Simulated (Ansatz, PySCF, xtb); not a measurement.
Pair of molecules: C2H2 (SMILES C#C) (first 4 atoms) with H4OSi (SMILES O[SiH3]); geometry from B3LYP-D3(BJ)/def2-TZVP, rigid monomers moved along the line of their centres of mass till C1···H7 is 3.26 Å.
(charge 0, multiplicity 1):
```xyz
10

C      0.13516     0.80274     0.53672
C      0.22527    -0.38890     0.45588
H      0.05846     1.86120     0.60605
H      0.30894    -1.44646     0.38109
O     -1.19191    -0.14791     4.41132
Si     0.09960    -0.09444     5.43444
H     -1.00247    -0.07574     3.46778
H      1.05476    -1.20279     5.17897
H     -0.44821    -0.21939     6.80053
H      0.84809     1.18288     5.31430
```

Counterpoise-corrected where a basis set is named; no monomer relaxation.

The values were computed with Ansatz (a first-principles code); PySCF for the dispersion terms; xtb for the GFN methods. 

One of these levels gives -2.9 kJ/mol for the interaction energy. Which?
(A) PBE-D3(BJ)/def2-TZVPPD
(B) GFN2-xTB
(C) GFN1-xTB

C, GFN1-xTB. The others give -4.8 (GFN2-xTB), -8.7 (PBE-D3(BJ)/def2-TZVPPD)
